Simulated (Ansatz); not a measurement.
Molecule: sum formula NaOH (charge 0, singlet). 
Geometry from a B3LYP-D3(BJ)/def2-TZVP (Ansatz, a first-principles code) optimisation:
```xyz
3

Na     0.0000     0.0000    -0.9172
O      0.0000     0.0000     1.0150
H      0.0000     0.0000     1.9692
```
Charge 0, spin multiplicity 1.

Basis-set convergence of Hartree-Fock and CCSD correlation energies (hartree) with Ansatz. Correlated levels leave the core frozen unless marked. Spin-orbit coupling is left out. Non-relativistic.

```csv
basis,functions,E(HF),"E(corr, CCSD)"
def2-SVP,34,-237.17440,-0.21115
def2-TZVPP,77,-237.33458,-0.26885
def2-QZVPP,145,-237.34604,-0.28954
```

Extrapolating the two largest sets (X = 3 and 4) as X^-3: E(corr) = (64·(-0.28954) - 27·(-0.26885))/37 = -0.3046 Eh, an estimate of the basis-set limit. The largest set recovers 95.0 % of it, the smallest 69.3 %.
